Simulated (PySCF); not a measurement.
PySCF input for Ge(I)(NH2) (GeH₂IN), SMILES [NH2][Ge][I] (connectivity only; charge and spin as stated), neutral, multiplicity 1, TDA-B3LYP/def2-SVPD. Geometry optimised at r2SCAN-D4/def2-SVP. The def2 effective core potentials stand for the cores of I; spin–orbit coupling is left out. The values are those of a single conformer.

```python
import numpy as np
from pyscf import gto, scf, dft, tdscf

mol = gto.M(
    atom='''
    Ge    0.47377076   -1.37510497    0.00000000
    I    -0.05415966    1.16899481   -0.00000000
    N    -1.24828496   -1.94978202    0.00000000
    H    -2.07971076   -1.36185206    0.00000000
    H    -1.47249676   -2.94303982   -0.00000000
    ''',
    basis='def2-SVPD',
    ecp={'I': 'def2-svp'},
    charge=0,
    spin=0,
    symmetry=True,
    max_memory=1600,
    verbose=4,
)
mf = dft.RKS(mol, xc='b3lyp').density_fit(auxbasis='def2-universal-jkfit')
mf.grids.level = 3
mf.conv_tol = 1e-9
mf.max_cycle = 100
mf.kernel()
mf.grids = dft.Grids(mol).set(level=1).build(with_non0tab=True)  # coarser grid for the response kernel
td = tdscf.TDA(mf)
td.singlet = True
td.nstates = 10
td.conv_tol = 1e-4
td.kernel(x0=td.get_init_guess(mf, 15))
td.analyze()
tt = tdscf.TDA(mf)
tt.singlet = False
tt.nstates = 4
tt.conv_tol = 1e-4
tt.kernel(x0=tt.get_init_guess(mf, 9))
tt.analyze(verbose=3)
```

Log of the run:

```
PySCF version 2.14.0

[INPUT] verbose = 4
[INPUT] num. atoms = 5
[INPUT] num. electrons = 66
[INPUT] charge = 0
[INPUT] spin (= nelec alpha-beta = 2S) = 0
[INPUT] symmetry True subgroup None
[INPUT] Mole.unit = angstrom
[INPUT] Symbol           X                Y                Z      unit          X                Y                Z       unit  Magmom
[INPUT]  1 Ge     0.473770760000  -1.375104970000   0.000000000000 AA    0.895296982227  -2.598571785828   0.000000000000 Bohr   0.0
[INPUT]  2 I     -0.054159660000   1.168994810000   0.000000000000 AA   -0.102346924400   2.209080031938   0.000000000000 Bohr   0.0
[INPUT]  3 N     -1.248284960000  -1.949782020000   0.000000000000 AA   -2.358916699814  -3.684554020401   0.000000000000 Bohr   0.0
[INPUT]  4 H     -2.079710760000  -1.361852060000   0.000000000000 AA   -3.930083754711  -2.573527415575   0.000000000000 Bohr   0.0
[INPUT]  5 H     -1.472496760000  -2.943039820000   0.000000000000 AA   -2.782615595709  -5.561539233489   0.000000000000 Bohr   0.0

nuclear repulsion = 284.071793074106
point group symmetry = Cs
symmetry origin: [ 2.01034694e-09 -2.61345086e-09  0.00000000e+00]
symmetry axis x: [1.00000000e+00 2.32127523e-10 0.00000000e+00]
symmetry axis y: [-2.32127523e-10  1.00000000e+00  0.00000000e+00]
symmetry axis z: [0. 0. 1.]
num. orbitals of irrep A' = 76
num. orbitals of irrep A" = 33
number of shells = 43
number of NR pGTOs = 200
number of NR cGTOs = 109
basis = def2-SVPD
ecp = {'I': 'def2-svp'}


[settings echo left out]
init E= -2398.57070244244
HOMO (A") = -0.600395417553873  LUMO (A') = -0.513876226271677  gap/eV = 2.35431
cycle= 1 E= -2428.30658041039  delta_E= -29.7  |g|= 3.26  |ddm|=   10
HOMO (A') = -0.05598754984538  LUMO (A') = -0.0276869838075444  gap/eV = 0.77010
cycle= 2 E= -2419.48484890721  delta_E= 8.82  |g|= 4.24  |ddm|= 29.5
HOMO (A") = -0.132657613867316  LUMO (A') = -0.129570184674102  gap/eV = 0.08401
cycle= 3 E= -2427.99508866414  delta_E= -8.51  |g|= 2.53  |ddm|= 28.7
HOMO (A') = -0.278856444408937  LUMO (A") = -0.117720054790269  gap/eV = 4.38474
cycle= 4 E= -2430.26790486583  delta_E= -2.27  |g|= 0.976  |ddm|= 3.32
HOMO (A') = -0.194753251407853  LUMO (A") = -0.117183866826895  gap/eV = 2.11077
cycle= 5 E= -2430.24439300306  delta_E= 0.0235  |g|= 1.03  |ddm|= 2.48
HOMO (A') = -0.225805809860242  LUMO (A") = -0.0680883161788906  gap/eV = 4.29171
cycle= 6 E= -2430.55860758769  delta_E= -0.314  |g|= 0.194  |ddm|= 1.21
HOMO (A') = -0.252289314094894  LUMO (A") = -0.0876625875863724  gap/eV = 4.47972
cycle= 7 E= -2430.56908524823  delta_E= -0.0105  |g|= 0.0526  |ddm|= 0.352
HOMO (A') = -0.253317113702763  LUMO (A") = -0.0868477676344455  gap/eV = 4.52986
cycle= 8 E= -2430.56948864104  delta_E= -0.000403  |g|= 0.014  |ddm|= 0.0572
HOMO (A') = -0.252338306298295  LUMO (A") = -0.0850811966614984  gap/eV = 4.55130
cycle= 9 E= -2430.56955362406  delta_E= -6.5e-05  |g|= 0.00261  |ddm|= 0.0189
HOMO (A') = -0.252176645523935  LUMO (A") = -0.0851969038277502  gap/eV = 4.54375
cycle= 10 E= -2430.56955572293  delta_E= -2.1e-06  |g|= 0.000531  |ddm|= 0.00379
HOMO (A') = -0.252221747854989  LUMO (A") = -0.0852092331457754  gap/eV = 4.54464
cycle= 11 E= -2430.56955580979  delta_E= -8.69e-08  |g|= 0.000139  |ddm|= 0.00101
HOMO (A') = -0.252230153556861  LUMO (A") = -0.0852154943447303  gap/eV = 4.54470
cycle= 12 E= -2430.56955581587  delta_E= -6.08e-09  |g|= 3.23e-05  |ddm|= 0.000208
HOMO (A') = -0.252230256439877  LUMO (A") = -0.0852157215293836  gap/eV = 4.54470
cycle= 13 E= -2430.56955581616  delta_E= -2.97e-10  |g|= 1.07e-05  |ddm|= 5.77e-05
HOMO (A') = -0.252229770339438  LUMO (A") = -0.0852180676834458  gap/eV = 4.54462
Extra cycle  E= -2430.56955581613  delta_E= 3.37e-11  |g|= 1.48e-05  |ddm|= 3.94e-05
converged SCF energy = -2430.56955581613
tot grids = 25512


******** <class 'pyscf.tdscf.rks.TDA'> for <class 'pyscf.df.df_jk.DFSymAdaptedRKS'> ********
nstates = 10 singlet
deg_eia_thresh = 1.000e-03
wfnsym = None
conv_tol = 0.0001
eigh lindep = 1e-12
eigh level_shift = 0
eigh max_cycle = 100


Excitation energies (eV)
[3.67614042 4.18559527 4.29764755 5.02855615 5.06509149 5.80358994
 6.09779285 6.22893259 6.29930813 6.33295979]

** Singlet excitation energies and oscillator strengths **
Excited State   1:   A"      3.67614 eV    337.27 nm  f=0.0041
      31 -> 34        0.15858
      33 -> 34        0.68698
Excited State   2:   A'      4.18560 eV    296.22 nm  f=0.0240
      31 -> 35       -0.10861
      32 -> 34        0.67030
      33 -> 35        0.15309
Excited State   3:   A"      4.29765 eV    288.49 nm  f=0.0157
      31 -> 34        0.68240
      33 -> 34       -0.15044
Excited State   4:   A'      5.02856 eV    246.56 nm  f=0.0400
      31 -> 35       -0.33284
      33 -> 35       -0.60988
Excited State   5:   A"      5.06509 eV    244.78 nm  f=0.0048
      32 -> 35       -0.70285
Excited State   6:   A'      5.80359 eV    213.63 nm  f=0.0997
      30 -> 34        0.48404
      31 -> 35        0.25536
      33 -> 36        0.40447
Excited State   7:   A'      6.09779 eV    203.33 nm  f=0.3666
      30 -> 34       -0.27096
      31 -> 35        0.47633
      31 -> 36        0.30397
      33 -> 35       -0.21938
      33 -> 37       -0.13953
Excited State   8:   A"      6.22893 eV    199.05 nm  f=0.0001
      30 -> 35        0.33355
      32 -> 36        0.61512
Excited State   9:   A"      6.29931 eV    196.82 nm  f=0.0091
      30 -> 35       -0.61009
      32 -> 36        0.33651
Excited State  10:   A'      6.33296 eV    195.78 nm  f=0.2544
      30 -> 34       -0.35829
      33 -> 36        0.56531

** Transition electric dipole moments (AU) **
state          X           Y           Z        Dip. S.      Osc.
  1        -0.0000      0.0000     -0.2137      0.0457      0.0041
  2        -0.1010     -0.4736     -0.0000      0.2345      0.0240
  3         0.0000     -0.0000      0.3867      0.1496      0.0157
  4         0.1606     -0.5470     -0.0000      0.3250      0.0400
  5         0.0000      0.0000      0.1966      0.0387      0.0048
  6        -0.0343     -0.8365     -0.0000      0.7009      0.0997
  7         0.4034     -1.5137     -0.0000      2.4540      0.3666
  8         0.0000      0.0000      0.0282      0.0008      0.0001
  9         0.0000      0.0000      0.2422      0.0587      0.0091
 10         0.9999      0.7999      0.0000      1.6397      0.2544

WARN: ECP detected. Skipping calculation of transition velocity and magnetic dipole moments, which have not yet been implemented.



******** <class 'pyscf.tdscf.rks.TDA'> for <class 'pyscf.df.df_jk.DFSymAdaptedRKS'> ********
nstates = 4 triplet
deg_eia_thresh = 1.000e-03
wfnsym = None
conv_tol = 0.0001
eigh lindep = 1e-12
eigh level_shift = 0
eigh max_cycle = 100


Excitation energies (eV)
[3.01835444 3.52669799 3.8222457  4.25458063]

** Triplet excitation energies and oscillator strengths **
Excited State   1:   A"      3.01835 eV    410.77 nm  f=0.0000
Excited State   2:   A'      3.52670 eV    351.56 nm  f=0.0000
Excited State   3:   A"      3.82225 eV    324.38 nm  f=0.0000
Excited State   4:   A'      4.25458 eV    291.41 nm  f=0.0000
```

Self-consistency was reached.
